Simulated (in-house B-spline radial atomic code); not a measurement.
**RPA and G0W0 on Hartree-Fock: the magnesium ion Mg⁺**

Configuration [Ne] 3s1, highest spin, mean-field start Hartree-Fock. Computed with an all-electron radial atomic-structure program (B-spline basis): all electrons, non-relativistic, point nucleus, each spin shell either full or empty, empty states to l = 9 with an (l + 1/2)⁻⁴ tail; G0W0 by contour deformation at full frequency.

RPA overbinds a lone outer s electron by self-correlation, and G0W0 tends to as well.

Command:
```bash
python run_gw.py task.json out
```
Settings (radii: box in bohr, nucleus in fm):
```
Z                        12
electrons                11
configuration            [Ne] 3s1
hamiltonian              nr
method                   hf
lmax                     9
spin_polarised           True
box_radius               23.78
intervals                49
ion_configuration        [He] 2s2 2p6
```

Cost of the run: 2.4 s on 1 thread of Arm Neoverse N1, on a shared host.

Energies (hartree):

| term | value |
| --- | --- |
| mean-field total | -199.37189 |
| Hartree-Fock functional on these orbitals | -199.37189 |
| direct second order | -0.62651 |
| second-order exchange | 0.23016 |
| SOSEX correction | 0.21248 |

Task: What is the RPA correlation energy, and what remains with SOSEX?

Result: RPA gives -0.56054 hartree (-1.39 eV per electron); RPA + SOSEX gives -0.34806, and the second-order doubles (MP2) -0.39636 hartree. SOSEX takes back 38 % of the RPA value.

Quasi-particle levels (eV):

```csv
level,occupied,mean field,Σx - vxc,Σc,QP weight,G0W0
3s up,yes,-14.738,0.00,?,?,?
2p down,yes,-70.74,0.00,1.90,0.940,-68.84
2p up,yes,-70.91,0.00,1.92,0.939,-68.99
3s down,no,-6.404,0.00,-0.94,0.965,-7.343
```

G0W0 = mean field + (Σx - vxc) + Σc, with Σc (partial-wave tail included) taken at the quasi-particle energy. Only the outer levels were computed. Levels of low weight are left out.

Task: Where does G0W0 put 3s up?

Result: At -15.424 eV, with Σc = -0.69 eV and a quasi-particle weight of 0.971. The tabulated removal energy is 15.035 eV (NIST, measured); the calculation leaves out relativity, Breit and QED terms, and what these don't explain is the method's own error.

Task: What does it cost to remove one electron (to [He] 2s2 2p6) by differences of total energies, each species on its own start (correlation terms add to the Hartree-Fock functional)?

Result: Hartree-Fock functional 14.724 eV, + RPA 15.296 eV, + RPA + SOSEX 14.939 eV, + second order 14.996 eV. Tabulated: 15.035 eV (NIST, measured); the calculation leaves out relativity, Breit and QED terms, and what these don't explain is the method's own error.
